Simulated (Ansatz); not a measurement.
Scan of Br₃ (anion, charge -1), singlet: map of symmetric stretch and bend. Scanned: Br-Br bond length and Br-Br-Br angle.

Cartesian coordinates as functions of the variables (Å; names that start with a are angles):
```
Br  0  0  0
Br  r*sin(a/2)  0  r*cos(a/2)
Br  -r*sin(a/2)  0  r*cos(a/2)
```

Level of theory: Ansatz (a program for electronic structure) with RHF/aug-cc-pVTZ.

Energy in kcal/mol above the lowest grid point; x is the Br-Br bond length (Å), y the Br-Br-Br angle (°).

| y \ x | 2.21 | 2.38 | 2.51 | 2.64 | 2.77 | 2.90 | 3.03 | 3.16 | 3.29 | 3.42 | 3.51 |
|---|---|---|---|---|---|---|---|---|---|---|---|
| 180 | 43.9 | 9.3 | 0.2 | 0.0 | 5.2 | 13.4 | 23.1 | 33.4 | 43.6 | 53.3 | 59.6 |
| 173.95 | 44.6 | 9.9 | 0.6 | 0.4 | 5.5 | 13.7 | 23.4 | 33.6 | 43.7 | 53.4 | 59.7 |
| 165.32 | 47.8 | 12.4 | 2.8 | 2.2 | 7.1 | 15.0 | 24.5 | 34.6 | 44.6 | 54.1 | 60.4 |
| 156.68 | 53.5 | 17.0 | 6.7 | 5.5 | 9.9 | 17.4 | 26.5 | 36.3 | 46.0 | 55.4 | 61.5 |
| 148.04 | 61.6 | 23.6 | 12.3 | 10.2 | 13.8 | 20.8 | 29.4 | 38.8 | 48.2 | 57.2 | 63.2 |
| 139.41 | 71.8 | 31.9 | 19.4 | 16.2 | 18.9 | 25.1 | 33.1 | 41.9 | 50.9 | 59.6 | 65.3 |
| 130.77 | 83.5 | 41.7 | 27.7 | 23.4 | 25.0 | 30.3 | 37.5 | 45.7 | 54.1 | 62.4 | 67.8 |
| 122.14 | 96.4 | 52.7 | 37.2 | 31.4 | 31.9 | 36.2 | 42.6 | 50.0 | 57.9 | 65.6 | 70.7 |
| 113.50 | 109.8 | 64.4 | 47.4 | 40.2 | 39.5 | 42.7 | 48.1 | 54.8 | 62.0 | 69.1 | 73.9 |
| 104.86 | 123.4 | 76.5 | 58.1 | 49.5 | 47.5 | 49.5 | 54.1 | 59.9 | 66.4 | 72.9 | 77.3 |
| 96.23 | 137.4 | 89.0 | 69.0 | 59.1 | 55.7 | 56.6 | 60.2 | 65.2 | 70.9 | 76.8 | 80.8 |
| 85 | 137.0 | 91.2 | 73.0 | 64.1 | 61.3 | 62.4 | 65.7 | 70.4 | 75.6 | 81.1 | 84.7 |

Points that lie below all their neighbours on the grid: x = 2.64, y = 180 on the edge of the grid (0.0 kcal/mol).
